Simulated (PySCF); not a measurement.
# How methods differ on the excitation energy of C

C [He] 2s2 2p2 (3P) → C [He] 2s1 2p3 (5S), as a difference of total energies. Calculation: PySCF 2.14, in dyall-acv3z (15s9p4d2f, 76 functions); the spin-free X2C one-electron Hamiltonian (Gaussian nucleus). Correlated levels: valence: 1s2 frozen; virtual orbitals above 40 to 60 times the deepest correlated orbital energy dropped. The calculations carry no spin-orbit coupling.

```
           method  excitation energy (eV)  error (eV)
              UHF                   2.582      -1.597
    MP2 (valence)                   3.726      -0.453
SCS-MP2 (valence)                   4.297      +0.118
   CCSD (valence)                   4.078      -0.101
CCSD(T) (valence)                   4.128      -0.051
```

Reference: 4.179 eV (measured; NIST levels, between the centres of gravity of the two terms).

Errors of the correlated levels include the incompleteness of this basis and the frozen core.
